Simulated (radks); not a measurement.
Excited configurations of the chlorine ion Cl+: one electron is placed in a higher orbital outside [Ne] 3s2 3p3. The ground configuration is [Ne] 3s2 3p4. Calculated with a radial shooting solver on a logarithmic mesh with Libxc functionals: Dirac Kohn-Sham, PBE, spin-unpolarised, spherical densities, point nucleus; open shells fill j = l - 1/2 first. Excitation = E - E(ground); binding = E(ion) - E, where the ion is the core of charge +2; n* = 2/sqrt(2 binding) in atomic units, and the quantum defect is n - n*.

outer orbital  excitation (eV)  binding (eV)     n*  quantum defect  eigenvalue (eV)  <r> (bohr)
4p1/2                   17.560         7.820  2.638           1.362           -5.892       4.968
5s1/2                   20.231         5.148  3.251           1.749           -4.069       8.231
5p1/2                   21.109         4.271  3.570           1.430           -3.339       9.488
6d3/2                   23.343         2.037  5.169           0.831           -1.620       19.50
7d3/2                   23.910         1.469  6.086           0.914           -1.190       27.75

The Delta-SCF ionisation energy is 25.380 eV (NIST Atomic Spectra Database: 23.814 eV, measured). Self-interaction in the functional shifts the binding energies and quantum defects, so they are the method's values and not measured ones. Spin polarisation and multiplet splitting are left out, so open shells lie too high by an amount that depends on their filling.

Beside tabulated values, note that spin-unpolarised runs miss the spin-polarisation part of the exchange energy of open shells.
